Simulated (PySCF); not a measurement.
Job for PySCF: R-M06-2X/6-31G* on C2H6ClF (a complex), monomers drawn apart or pushed together.

```python
from pyscf import gto, scf, dft, mp
from pyscf.data.elements import chemcore

mol = gto.M(
    atom='''
    C    -0.57559827   -0.12754551   -0.26769567
    F     0.33471154   -1.13373242    0.06467299
    H    -1.44611109   -0.59052219   -0.73301743
    H    -0.86134994    0.39414884    0.64465849
    H    -0.09280936    0.55699677   -0.96554066
    C     0.70500062   -0.96428459    3.17700722
    Cl   -0.44920935    0.41286053    3.28955294
    H     0.77979979   -1.25575121    2.13480092
    H     1.66453346   -0.62848058    3.55796239
    H     0.31593107   -1.77709492    3.78244303
    ''',
    basis='6-31g*',
    cart=True,
    charge=0, spin=0, verbose=3, max_memory=1800)
mf = dft.RKS(mol, xc='m062x')
mf.conv_tol = 1e-8
mf.max_cycle = 100
mf.kernel()
if not mf.converged:
    mf = mf.newton().run(mf.mo_coeff, mf.mo_occ)
```

Q: Give the final energy of this run.

A: -639.7223 hartree.
